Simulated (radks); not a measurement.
Species: N4+. Configuration: [He] 2s1.

Calculated with a radial shooting solver on a logarithmic mesh with Libxc functionals: Dirac Kohn-Sham, Wu-Cohen GGA, spin-unpolarised, spherical densities, point nucleus.

Energy parts (eV):
total: -1311.713
kinetic: 1311.690
electron-nucleus: -2801.956
Hartree: 301.265
exchange-correlation: -122.712

Orbitals (lengths in bohr, moments of r in powers of bohr; r(90%) holds 90 % of the orbital's charge):
| orbital | occ. | eigenvalue (eV) | r(90%) | <r> | <r^4> |
|---|---|---|---|---|---|
| 1s1/2 | 2 | -479.1234 | 0.409 | 0.2284 | 0.01289 |
| 2s1/2 | 1 | -87.3474 | 1.62 | 1.055 | 2.859 |

The highest occupied level is 2s1/2 at -87.347 eV. The density falls to 0.001 e/bohr^3 at r = 2.16 bohr. Summed over all electrons, <r^2> = 1.444 bohr^2, which gives a Langevin (diamagnetic) susceptibility term of -1.14 x 10^-6 cm^3/mol.
